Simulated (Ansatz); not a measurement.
A nudged elastic band was laid between two geometries of F2OTi (4 atoms, charge 0, multiplicity 1).

All numbers below come from Ansatz, RKS PBE-D4/def2-SVP.

```json
{"movable images": "7", "climbing image": "yes", "spring": "5.0 eV/Å²", "optimiser": "quadratic models (default)", "start path": "through a guess of the saddle point", "force threshold": "0.05 eV/Å", "iteration limit": "60", "end points": "relaxed"}
```

Image 0:

```xyz
4
Properties=species:S:1:pos:R:3
O 0.101 0.499 1.489
Ti -0.220 -0.126 0.044
F 0.866 -1.469 -0.391
F -0.747 1.096 -1.141
```

Image 8:

```xyz
4
Properties=species:S:1:pos:R:3
O -0.046 0.415 1.517
Ti 0.220 0.127 -0.041
F 0.719 -1.553 -0.363
F -0.894 1.012 -1.113
```

Problem. What changes between the two ends?

Solution. No bond is made or broken. The height of Ti2 over the plane of its neighbours goes from -0.34 to 0.34 Å. The two ends are copies of one structure, up to a mirror image or an exchange of like atoms.

Problem. Give the energies along the band, and the barrier.

Solution. It converged. The highest image is number 4 of 0 to 8, 0.021 eV above the ends, which have the same energy within 2 meV. A vibrational analysis at the climbing image gives one clearly imaginary mode, 86i cm⁻¹: a first-order saddle point.

```
image  path coordinate (Å)  energy (eV)  height of Ti2 over the plane of its neighbours (Å)
    0                 0.00        0.000                                               -0.34
    1                 0.08        0.004                                               -0.26
    2                 0.16        0.011                                               -0.18
    3                 0.23        0.018                                               -0.09
    4                 0.31        0.021                                                0.00
    5                 0.39        0.018                                                0.09
    6                 0.47        0.011                                                0.18
    7                 0.54        0.004                                                0.26
    8                 0.62        0.000                                                0.34
```

Problem. What is the geometry of the highest image?

Solution. 
```xyz
4
Properties=species:S:1:pos:R:3
O 0.022 0.458 1.522
Ti 0.000 -0.005 -0.017
F 0.817 -1.556 -0.365
F -0.838 1.103 -1.141
```

Time of the run: 45 s on 1 thread of Intel(R) Xeon(R) Platinum 8488C (Sapphire Rapids), on a shared host, peak memory 0.14 GiB.
